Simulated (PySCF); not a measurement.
One molecule, one basis, several functionals.

Compound: C2H7GeNO.
Numbering: `[CH3:1][C:2](=[O:3])[GeH2:4][NH2:5]` (hydrogens: H6, H7, H8 on C1; H9, H10 on Ge4; H11, H12 on N5)

Torsions of this conformer, `[CH3:1][C:2](=[O:3])[GeH2:4][NH2:5]`: C1–C2–Ge4–N5 -21°, H–N5–Ge4–C2 -86°, H–N5–Ge4–C2 148°.

PySCF, def2-SVPD basis, density fitting, gas phase, PBE0-D3(BJ)/def2-SVP geometry; singlet excitations by full TDDFT with frozen cores, triplets by Tamm–Dancoff TDDFT and ionisation energies by ΔSCF, from the lowest of the holes tried. One functional is left out:

| functional | exact exchange (%) | HOMO energy (eV) | LUMO energy (eV) | lowest singlet excitation (eV) | lowest triplet excitation (eV) | dipole moment (D) | mean polarisability (au) | vertical ionisation energy (eV) |
| --- | --- | --- | --- | --- | --- | --- | --- | --- |
| LDA | 0 | -5.46 | -2.43 | 3.30 | 2.80 | 3.020 | 73.7 | 8.48 |
| PBE | 0 | -5.33 | -2.22 | 3.35 | 2.76 | 2.935 | 72.6 | 8.32 |
| PBE0 | 25 | -6.70 | -1.11 | 3.56 | 2.89 | 3.073 | 68.7 | 8.69 |
| BHandHLYP | 50 | -8.05 | 0.04 | 3.72 | 3.09 | 3.231 | 66.0 | 8.84 |

Problem. Predict the row of B3LYP (20 % exact exchange) by straight lines through the other rows, and check it.

Solution. 
| property | line | computed | computed − line | PBE0 (25 %), for comparison |
| --- | --- | --- | --- | --- |
| HOMO energy (eV) | -6.45 | -6.50 | -0.05 | -6.70 |
| LUMO energy (eV) | -1.37 | -1.37 | 0.00 | -1.11 |
| lowest singlet excitation (eV) | 3.49 | 3.54 | +0.05 | 3.56 |
| lowest triplet excitation (eV) | 2.89 | 2.93 | +0.04 | 2.89 |
| dipole moment (D) | 3.071 | 3.065 | -0.006 | 3.073 |
| mean polarisability (au) | 70.1 | 69.6 | -0.5 | 68.7 |
| vertical ionisation energy (eV) | 8.59 | 8.70 | +0.11 | 8.69 |

Problem. Which of these properties follows the share of exact exchange most closely, and which least?

Solution. Most closely the HOMO energy, least the vertical ionisation energy; the correlations over the tabulated rows are HOMO energy -0.999, LUMO energy 0.997, lowest singlet excitation 0.990, mean polarisability -0.985, lowest triplet excitation 0.982, dipole moment 0.952, vertical ionisation energy 0.947. The HOMO energy moves by -0.530 eV for every 10 %. Functionals with the same share still differ in their other parts: at 0 % LDA and PBE differ by 0.13 eV in it.
